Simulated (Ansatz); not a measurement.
`[F][Mo](=[S])(=[S])[Cl]` + HCl → `[S]=[Mo](=[S])([Cl])[Cl]` + H–F at 400 K and 1 bar (ligand exchange at a Mo–F bond).

Calculated with Ansatz (gas phase, PBE0-D4/def2-TZVP geometries, no zero-point term in ΔE). CCSD(T)/CBS adds triple-zeta CCSD(T) − MP2 to the extrapolated MP2 energy (def2 sets, frozen cores). This one scheme is used for every species. def2 core potentials past Kr. For Mo outer-core shells are correlated without core-valence functions, which leaves a few kJ/mol of doubt a bond.

```tsv
species	CCSD(T)/CBS energy (Eh)	H − E (kJ/mol)	S (J/(mol·K))
`[F][Mo](=[S])(=[S])[Cl]`	-1423.42718	48.5	382.4
HCl	-460.38127	29.6	195.4
`[S]=[Mo](=[S])([Cl])[Cl]`	-1783.42327	47.3	388.9
H–F	-100.39570	36.5	182.2
```

H − E and S are ideal-gas, rigid-rotor, harmonic terms from PBE0-D4/def2-TZVP. 1 Eh = 2625.50 kJ/mol, R = 8.31446 J/(mol·K).

Problem. By hand: ΔE, ΔH, ΔS and ΔG.

Solution. ΔE = (-1783.42327) + (-100.39570) − (-1423.42718) − (-460.38127) = -0.01052 Eh = -27.6 kJ/mol. Δ(H − E) = 47.3 + 36.5 − 48.5 − 29.6 = 5.7, so ΔH = -21.9 kJ/mol. ΔS = 388.9 + 182.2 − 382.4 − 195.4 = -6.7 J/(mol·K). ΔG = -21.9 − 400 × (-6.7)/1000 = -19.2 kJ/mol.

Problem. By hand: the equilibrium constant, and the temperature at which ΔG would vanish if ΔH and ΔS stayed fixed.

Solution. log₁₀ K = −ΔG/(RT ln 10) = 2.5. ΔG = 0 at ΔH/ΔS = 3269 K, far beyond where these terms or the molecules hold.

The number of gas molecules stays the same, so ΔS is small and ΔH decides. A doubt of 5 kJ/mol in ΔE shifts log₁₀ K by 0.7 here. These are equilibria of isolated gas molecules and say nothing of rates. Largest T1 diagnostic: 0.024 (customary marks: 0.02 for closed shells, 0.045 for open ones).
